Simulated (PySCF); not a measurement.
Gas-phase reaction: 6 BH2 + 3 N2 ⇌ 2 borazine, at 1800 K and a standard pressure of 1 bar. Level: r2SCAN/def2-TZVP†.

Computed with PySCF and rigid-rotor harmonic-oscillator thermochemistry at 1 bar. S°(298 K) at PBE0/def2-TZVP differs from the NASA 1993 table for BH2 (+14 J/mol/K); whether the harmonic model or the table's entry is off was not settled. † marks an energy on the PBE0/def2-TZVP geometry and frequencies. Open shells (unrestricted): BH2 (multiplicity 2); the rest are closed-shell singlets. The harmonic model lacks anharmonicity and excited electronic states, which grow with temperature; levels with a mode under 35 cm⁻¹ are left out.

| species | E (Ha) | H(1800 K) − E (kJ/mol) | S°(1800 K) (J/mol/K) |
|---|---|---|---|
| BH2 | -25.91643 | 116.1 | 270.8 |
| N2 | -109.51212 | 72.0 | 247.6 |
| borazine | -242.61098 | 570.9 | 615.8 |
E: electronic energy; H − E holds the zero-point and thermal terms. 1 Ha = 2625.5 kJ/mol.

### Question
Work out ΔH°, ΔS°, ΔG° and log10 K from these numbers.

### Answer
1. ΔE = 2×(-242.61098) − 6×(-25.91643) − 3×(-109.51212) = -1.18702 Ha = -3116.5 kJ.
2. Δ(H − E) = 2×(570.9) − 6×(116.1) − 3×(72.0) = 229.2 kJ, so ΔH° = -2887.3 kJ.
3. ΔS° = 2×(615.8) − 6×(270.8) − 3×(247.6) = -1136.0 J/K; the number of gas molecules changes by -7.
4. ΔG° = ΔH° − TΔS° = -2887.3 − 1800×(-1136.0)/1000 = -842.5 kJ.
5. log10 K = −ΔG°/(RT ln 10) = 24.45, with RT ln 10 = 34.46 kJ/mol; at standard pressures the products are favoured.
6. A shift of 10 kJ in ΔE would move log10 K by 0.29 here.
For scale, ΔH°(298 K) is -2950 kJ at this level, -2998 kJ at ωB97M-V/def2-TZVP†, and runs from -3539 to -2365 kJ over the 18 levels computed.
